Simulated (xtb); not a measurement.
xtb input file for MIBK (C6H12O), SMILES CC(CC(=O)C)C, GFN2-xTB. 

```
$ xtb mol.xyz --gfn 2 --ohess tight --chrg 0 --uhf 0 --json
$ cat mol.xyz
19

C     -1.85720000    -1.31560000     0.43660000
C     -0.90360000    -0.13480000     0.58350000
C     -1.51990000     1.13210000     0.01120000
C      0.40520000    -0.42150000    -0.15290000
C      1.55150000     0.51610000     0.18980000
C      2.78020000     0.42100000    -0.74900000
O      1.47660000     1.28220000     1.10110000
H     -1.41290000    -2.22840000     0.85830000
H     -2.77340000    -1.13090000     1.00610000
H     -2.13680000    -1.52750000    -0.58940000
H     -0.62020000     0.05260000     1.62430000
H     -1.79980000     1.01890000    -0.99710000
H     -2.44890000     1.33180000     0.56530000
H     -0.87550000     2.00160000     0.12910000
H      0.27130000    -0.42180000    -1.22910000
H      0.77630000    -1.45820000     0.08800000
H      3.51130000     1.09240000    -0.41240000
H      2.45550000     0.58390000    -1.73940000
H      3.17460000    -0.64620000    -0.68660000
```

Log of the run:

```
[...]
    12   1 H        0.925     0.031     2.568     2.506
    13   1 H        0.925     0.038     2.482     2.464
    14   1 H        0.925     0.041     2.437     2.441
    15   1 H        0.924     0.051     2.310     2.377
    16   1 H        0.924     0.062     2.181     2.309
    17   1 H        0.925     0.066     2.130     2.282
    18   1 H        0.925     0.067     2.114     2.274
    19   1 H        0.925     0.058     2.225     2.333

 Mol. C6AA /au·bohr⁶  :       2627.563731
 Mol. C8AA /au·bohr⁸  :      56042.644302
 Mol. α(0) /au        :         76.392429


Wiberg/Mayer (AO) data.
largest (>0.10) Wiberg bond orders for each atom

 ---------------------------------------------------------------------------
     #   Z sym  total        # sym  WBO       # sym  WBO       # sym  WBO
 ---------------------------------------------------------------------------
     1   6 C    3.996 --     2 C    1.009    10 H    0.987     8 H    0.987
                             9 H    0.986
     2   6 C    3.994 --     3 C    1.010     1 C    1.009     4 C    0.992
                            11 H    0.966
     3   6 C    3.996 --     2 C    1.010    12 H    0.987    13 H    0.986
                            14 H    0.986
     4   6 C    3.996 --     2 C    0.992     5 C    0.989    15 H    0.965
                            16 H    0.941
     5   6 C    3.917 --     7 O    1.868     6 C    1.000     4 C    0.989
     6   6 C    3.994 --     5 C    1.000    17 H    0.982    19 H    0.971
                            18 H    0.957
     7   8 O    2.077 --     5 C    1.868
     8   1 H    0.999 --     1 C    0.987
     9   1 H    0.998 --     1 C    0.986
    10   1 H    0.999 --     1 C    0.987
    11   1 H    0.998 --     2 C    0.966
    12   1 H    0.999 --     3 C    0.987
    13   1 H    0.998 --     3 C    0.986
    14   1 H    0.998 --     3 C    0.986
    15   1 H    0.997 --     4 C    0.965
    16   1 H    0.996 --     4 C    0.941
    17   1 H    0.995 --     6 C    0.982
    18   1 H    0.995 --     6 C    0.957
    19   1 H    0.997 --     6 C    0.971
 ---------------------------------------------------------------------------

Topologies differ in total number of bonds
Writing topology from bond orders to xtbtopo.mol

molecular dipole:
                 x           y           z       tot (Debye)
 q only:       -0.083      -0.605      -0.831
   full:       -0.045      -0.742      -1.021       3.210
molecular quadrupole (traceless):
                xx          xy          yy          xz          yz          zz
 q only:        2.522      -2.210      -1.047      -4.760      -2.834      -1.475
  q+dip:        2.497      -2.829      -1.404      -5.212      -3.514      -1.093
   full:        2.611      -3.180      -1.041      -5.111      -4.057      -1.570

           -------------------------------------------------
          |                Geometry Summary                 |
           -------------------------------------------------

      molecular mass/u    :      100.1591093
   center of mass at/Å    :        0.2836821       0.1836507       0.2271699
  moments of inertia/u·Å² :        0.1072215E+03   0.3372137E+03   0.3668143E+03
rotational constants/cm⁻¹ :        0.1572225E+00   0.4999095E-01   0.4595685E-01

 * 16 selected distances

     #   Z          #   Z                                           value/Å
     1   6 C        2   6 C                                       1.5260010
     2   6 C        3   6 C                                       1.5264042
     2   6 C        4   6 C                                       1.5317296 (max)
     5   6 C        7   8 O                                       1.2041296
     1   6 C        8   1 H                                       1.0879575
     1   6 C        9   1 H                                       1.0872757
     1   6 C       10   1 H                                       1.0886097
     2   6 C       11   1 H                                       1.0944550
     3   6 C       12   1 H                                       1.0889781
Molecule has no symmetry elements
It seems to be the C1 point group
     3   6 C       13   1 H                                       1.0873042
     3   6 C       14   1 H                                       1.0870637
     4   6 C       15   1 H                                       1.0917313
     4   6 C       16   1 H                                       1.0947223
     6   6 C       17   1 H                                       1.0867610 (min)
     6   6 C       18   1 H                                       1.0888982
     6   6 C       19   1 H                                       1.0870251

 * 3 distinct bonds (by element types)

   Z      Z             #   av. dist./Å        max./Å        min./Å
   1 H    6 C          12     1.0892318     1.0947223     1.0867610
   6 C    6 C           3     1.5280449     1.5317296     1.5260010
   6 C    8 O           1     1.2041296     1.2041296     1.2041296

           -------------------------------------------------
          |               Frequency Printout                |
           -------------------------------------------------
 projected vibrational frequencies (cm⁻¹)
eigval :       -0.00    -0.00     0.00     0.00     0.00     0.00
eigval :       35.01    76.98   120.00   159.94   211.30   240.66
eigval :      312.19   347.92   407.95   443.03   480.96   593.15
eigval :      814.44   871.04   897.24   950.40   969.45   982.93
eigval :      990.05  1004.57  1105.48  1139.55  1168.12  1188.82
eigval :     1213.08  1274.66  1325.94  1347.55  1367.27  1409.94
eigval :     1422.26  1439.21  1454.41  1463.50  1496.15  1501.67
eigval :     1506.21  1510.92  1776.71  2943.51  2953.29  2979.73
eigval :     3017.11  3018.93  3025.24  3030.00  3037.99  3038.91
eigval :     3043.06  3047.64  3055.83
 reduced masses (amu)
   1: 10.58   2: 10.68   3: 11.13   4: 11.81   5: 10.48   6:  9.55   7: 10.30   8:  8.29
   9:  1.91  10: 10.61  11:  1.35  12:  2.05  13:  8.75  14:  8.59  15:  8.39  16:  7.73
  17:  8.29  18: 10.90  19:  5.86  20:  7.37  21:  9.00  22:  2.68  23:  4.13  24:  6.83
  25:  4.59  26:  5.84  27:  5.10  28:  7.36  29:  8.31  30:  6.36  31:  5.08  32:  4.86
  33:  5.10  34:  5.42  35:  3.26  36:  3.27  37:  3.08  38:  2.01  39:  1.68  40:  1.62
  41:  1.59  42:  1.57  43:  1.59  44:  1.52  45: 13.34  46:  1.82  47:  1.73  48:  1.66
  49:  1.80  50:  1.79  51:  1.85  52:  1.80  53:  1.71  54:  1.54  55:  1.61  56:  1.51
  57:  1.83
 IR intensities (km·mol⁻¹)
   1:  0.45   2:  0.50   3:  0.32   4:  0.56   5:  1.25   6:  2.10   7:  2.78   8:  1.72
   9:  0.17  10:  4.61  11:  0.04  12:  0.34  13:  0.61  14:  1.11  15:  1.35  16:  1.46
  17:  1.71  18: 12.51  19:  2.01  20:  0.82  21:  5.34  22:  3.31  23: 11.22  24: 16.18
  25:  3.16  26:  2.11  27: 12.34  28: 61.65  29: 78.08  30:  6.42  31:  6.70  32: 25.00
  33:  8.43  34: 30.48  35: 31.40  36:  5.26  37:  1.48  38:  5.63  39: 11.13  40:  7.92
  41:  0.22  42:  1.72  43:  1.59  44:  5.17  45:298.02  46: 15.16  47: 15.89  48: 23.63
  49:  9.57  50:  8.65  51: 89.74  52: 33.80  53:  8.31  54: 15.40  55: 67.56  56: 24.09
  57: 16.01
 Raman intensities (Ä⁴*amu⁻¹)
   1:  0.00   2:  0.00   3:  0.00   4:  0.00   5:  0.00   6:  0.00   7:  0.00   8:  0.00
   9:  0.00  10:  0.00  11:  0.00  12:  0.00  13:  0.00  14:  0.00  15:  0.00  16:  0.00
  17:  0.00  18:  0.00  19:  0.00  20:  0.00  21:  0.00  22:  0.00  23:  0.00  24:  0.00
  25:  0.00  26:  0.00  27:  0.00  28:  0.00  29:  0.00  30:  0.00  31:  0.00  32:  0.00
  33:  0.00  34:  0.00  35:  0.00  36:  0.00  37:  0.00  38:  0.00  39:  0.00  40:  0.00
  41:  0.00  42:  0.00  43:  0.00  44:  0.00  45:  0.00  46:  0.00  47:  0.00  48:  0.00
  49:  0.00  50:  0.00  51:  0.00  52:  0.00  53:  0.00  54:  0.00  55:  0.00  56:  0.00
  57:  0.00
 output can be read by thermo (or use thermo option).
 writing <g98.out> molden fake output.
 recommended (thermochemical) frequency scaling factor: 1.0
           -------------------------------------------------
          |             Thermodynamic Functions             |
           -------------------------------------------------

c1  symmetry found (for desy threshold:  0.10E+00) used in thermo

          ...................................................
          :                      SETUP                      :
          :.................................................:
          :  # frequencies                          51      :
          :  # imaginary freq.                       0      :
          :  linear?                             false      :
          :  only rotor calc.                    false      :
          :  symmetry                               c1      :
          :  rotational number                       1      :
          :  scaling factor                  1.0000000      :
          :  rotor cutoff                   50.0000000 cm⁻¹ :
          :  imag. cutoff                  -20.0000000 cm⁻¹ :
          :.................................................:

    mode    ω/cm⁻¹     T·S(HO)/kcal·mol⁻¹    T·S(FR)/kcal·mol⁻¹   T·S(vib)
   ------------------------------------------------------------------------
       1     35.01    -1.64669 ( 19.38%)    -1.16158 ( 80.62%)    -1.25561
       2     76.98    -1.18259 ( 84.89%)    -0.92847 ( 15.11%)    -1.14419
       3    120.00    -0.92436 ( 97.07%)    -0.79704 (  2.93%)    -0.92063
       4    159.94    -0.76044 ( 99.05%)    -0.71198 (  0.95%)    -0.75999
       5    211.30    -0.60595 ( 99.69%)    -0.62950 (  0.31%)    -0.60602
       6    240.66    -0.53606 ( 99.81%)    -0.59097 (  0.19%)    -0.53617
   ------------------------------------------------------------------------

   temp. (K)  partition function   enthalpy   heat capacity  entropy
                                   cal/mol     cal/K/mol   cal/K/mol   J/K/mol
 298.15  VIB   554.                 3975.572     24.953     24.436
         ROT  0.278E+06              888.752      2.981     27.893
         INT  0.154E+09             4864.324     27.934     52.329
         TR   0.970E+27             1481.254      4.968     39.705
         TOT                        6345.5784    32.9022    92.0341   385.0708

       T/K    H(0)-H(T)+PV         H(T)/Eh          T*S/Eh         G(T)/Eh
   ------------------------------------------------------------------------
    298.15    0.101123E-01    0.176901E+00    0.437284E-01    0.133173E+00
   ------------------------------------------------------------------------

         :::::::::::::::::::::::::::::::::::::::::::::::::::::
         ::                  THERMODYNAMIC                  ::
         :::::::::::::::::::::::::::::::::::::::::::::::::::::
         :: total free energy         -22.896221386529 Eh   ::
         ::.................................................::
         :: total energy              -23.029394333034 Eh   ::
         :: zero point energy           0.166789011601 Eh   ::
         :: G(RRHO) w/o ZPVE           -0.033616065096 Eh   ::
         :: G(RRHO) contrib.            0.133172946505 Eh   ::
         :::::::::::::::::::::::::::::::::::::::::::::::::::::

optimized geometry written to: xtbopt.xyz


           -------------------------------------------------
          | TOTAL ENERGY              -23.029394333034 Eh   |
          | TOTAL ENTHALPY            -22.852492998626 Eh   |
          | TOTAL FREE ENERGY         -22.896221386529 Eh   |
          | GRADIENT NORM               0.000174229302 Eh/α |
          | HOMO-LUMO GAP               4.023991790282 eV   |
           -------------------------------------------------

------------------------------------------------------------------------
------------------------------------------------------------------------
 total:
 SCF:
 ANC optimizer:
 analytical hessian:
Note: The following floating-point exceptions are signalling: IEEE_UNDERFLOW_FLAG IEEE_DENORMAL
normal termination of xtb
```

The run converged.

Cost: about 1.4 core-seconds (a rough figure).
